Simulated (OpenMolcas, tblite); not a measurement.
A ladder of methods for InF (SMILES [F][In])

InF has 2 atoms, charge 0, and is taken as a singlet. SMILES: `[F][In]`. The shape is that of a PBE0-D4/def2-TZVP optimisation.

```xyz
2

F     0.0000    0.0000    0.0159
In    0.0000    0.0000    2.0096
```

Each level gives the HOMO–LUMO gap (eV). The values are calculated.

```csv
level,kind,program,value (eV),CPU time
IPEA1-xTB,semi-empirical,tblite,6.40,under 2 s
HF/def2-TZVPP (core potential),Hartree–Fock,OpenMolcas,10.10,5.6 s
SVWN5/def2-TZVPP (core potential),LDA,OpenMolcas,4.31,11 s
PBE/def2-TZVPP (core potential),GGA,OpenMolcas,4.25,14 s
M06-L/def2-TZVPP (core potential),meta-GGA,OpenMolcas,4.55,18 s
BHLYP/def2-TZVPP (core potential),global hybrid,OpenMolcas,7.48,12 s
PBE0/def2-TZVPP (core potential),global hybrid,OpenMolcas,5.95,13 s
B2PLYP/def2-TZVPP (core potential),double hybrid,OpenMolcas,7.60,11 s
```

The values span 4.25 to 10.10 eV. Orbital gaps aren't excitation energies, and those of double hybrids come from the SCF part alone; they tend to grow with the share of exact exchange. CPU times are rough (shared hosts, several kinds of processor): they show what a rung costs within a factor of a few.
